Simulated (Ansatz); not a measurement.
Computed with Ansatz on PBE0-D4/def2-TZVP structures; ΔE is electronic, products minus reactants. CBS: MP2 limit from def2 TZ/QZ plus the TZ coupled-cluster correction, frozen cores. For Se outer-core shells are correlated without core-valence functions, which leaves a few kJ/mol of doubt a bond. Scalar relativity is left out up to krypton. Each species was taken in one conformer, which may not be the lowest.

Consider the redistribution: `C[Se][Se]C` + `F[Si](F)(F)B(Cl)Cl` → `C[Se][Si](F)(F)F` + `C[Se]B(Cl)Cl`.

| species | CCSD(T)/CBS(def2) energy (Eh) |
| --- | --- |
| `C[Se][Se]C` | -4881.13983 |
| `F[Si](F)(F)B(Cl)Cl` | -1533.09514 |
| `C[Se][Si](F)(F)F` | -3029.26210 |
| `C[Se]B(Cl)Cl` | -3385.02344 |

(1) Work out ΔE.

Largest T1 diagnostic among the species: 0.013.

Answers

(1) ΔE = (-3029.26210) + (-3385.02344) − (-4881.13983) − (-1533.09514) = -0.05057 Eh = -31.7 kcal/mol.

In def2-TZVPP, CCSD(T) changes the Hartree–Fock value by −2.2 kcal/mol (the triples alone add −0.3 kcal/mol) and MP2 by −5.1 kcal/mol. From PBE to PBE0 (25 % exact exchange), in def2-TZVPP and without D4, ΔE moves by −1.9 kcal/mol.
